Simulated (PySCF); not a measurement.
This PySCF input asks for the NMR shieldings of `B/C1=C/C=C\C=C/[SiH2]C1=C`, C₈H₁₁BSi; the geometry comes from GFN2-xTB.

```python
import basis_set_exchange as bse
import numpy as np
from pyscf import gto, dft
from pyscf.prop import nmr

atoms = """
B     2.620642   -0.519955    0.774540
C     1.318183   -0.377203   -0.033476
C     0.652643   -1.445874   -0.514444
C    -0.593135   -1.399287   -1.270040
C    -1.806226   -1.040656   -0.848049
C    -2.249743   -0.677788    0.491647
C    -1.784592    0.244759    1.334282
Si   -0.425612    1.524008    1.098215
C     0.749050    0.968059   -0.261167
C     1.067461    1.694453   -1.323209
H     3.137502   -1.565578    0.868743
H     3.093052    0.416476    1.292837
H     1.085138   -2.435140   -0.408030
H    -0.501010   -1.776901   -2.284580
H    -2.630303   -1.147316   -1.547199
H    -3.128636   -1.249719    0.787779
H    -2.316191    0.336246    2.275804
H    -1.021704    2.826039    0.761106
H     0.312681    1.625345    2.366720
H     0.661683    2.680283   -1.480858
H     1.750197    1.336691   -2.081092
"""
names = dict.fromkeys(["B", "C", "Si", "H"], "pcSseg-1")
basis = {el: gto.basis.parse(bse.get_basis(n, elements=[el], fmt="nwchem")) for el, n in names.items()}
mol = gto.M(atom=atoms, basis=basis, charge=0, verbose=0)
mf = dft.RKS(mol, xc="PBE0")
mf.grids.level = 2
mf.grids.alignment = dft.numint.BLKSIZE   # the property module wants whole blocks of grid points
mf.conv_tol = 1e-9
mf.kernel()

calc = nmr.RKS(mf)   # GIAO
C = mf.mo_coeff
Co = C[:, mf.mo_occ > 0]
resp = mf.gen_response(singlet=True, hermi=2)
def vind(x):   # induced exchange potential for any number of trial vectors
    d = np.einsum("pi,xij,qj->xpq", C, 2 * x.reshape(-1, C.shape[1], Co.shape[1]), Co, optimize=True)
    return np.einsum("xpq,pi,qj->xij", resp(d - d.transpose(0, 2, 1)), C, Co, optimize=True).ravel()
mo1, _ = nmr.rhf.solve_mo1(calc, with_cphf=vind)
sigma = calc.kernel(mo1)
for i, s in enumerate(sigma):   # ppm
    w = np.linalg.eigvalsh((s + s.T) / 2)
    print("%2d %-2s iso %8.1f  s11 %8.1f  s22 %8.1f  s33 %8.1f" % (i, mol.atom_pure_symbol(i), w.mean(), *w))
```

**Question.** What are the results?

**Answer.** 
```
 0 B  iso     27.9  s11    -26.9  s22    -10.7  s33    121.4
 1 C  iso     17.6  s11    -82.8  s22    -20.3  s33    155.8
 2 C  iso     18.6  s11    -83.9  s22      7.6  s33    132.1
 3 C  iso     49.0  s11    -52.7  s22     54.6  s33    145.1
 4 C  iso     52.8  s11    -43.6  s22     53.0  s33    149.0
 5 C  iso     32.6  s11    -86.9  s22     38.6  s33    146.0
 6 C  iso     54.3  s11    -54.5  s22     39.4  s33    178.0
 7 Si iso    401.0  s11    367.1  s22    396.5  s33    439.3
 8 C  iso     22.4  s11    -84.9  s22     -4.0  s33    156.1
 9 C  iso     55.7  s11    -51.3  s22     63.0  s33    155.4
10 H  iso     24.8  s11     19.0  s22     27.4  s33     28.1
11 H  iso     24.9  s11     18.6  s22     27.6  s33     28.5
12 H  iso     24.3  s11     22.4  s22     24.3  s33     26.1
13 H  iso     25.4  s11     23.3  s22     25.9  s33     27.0
14 H  iso     25.6  s11     23.6  s22     25.7  s33     27.7
15 H  iso     24.6  s11     22.3  s22     23.9  s33     27.5
16 H  iso     25.5  s11     23.3  s22     25.7  s33     27.5
17 H  iso     26.8  s11     23.9  s22     25.1  s33     31.4
18 H  iso     26.9  s11     24.1  s22     25.3  s33     31.3
19 H  iso     25.8  s11     22.7  s22     25.3  s33     29.4
20 H  iso     26.0  s11     22.4  s22     25.8  s33     29.9
```

These numbers come from an equivalent density-fitted implementation of the same equations, which agrees with the script to about 0.01 ppm for H and up to a few tenths of a ppm for heavy atoms, so last digits may differ.

Size and cost of the density-fitted run: 232 basis functions, 2.3 min wall time on 1 thread of an Arm Neoverse N1, shared host; peak memory 1.1 GiB.
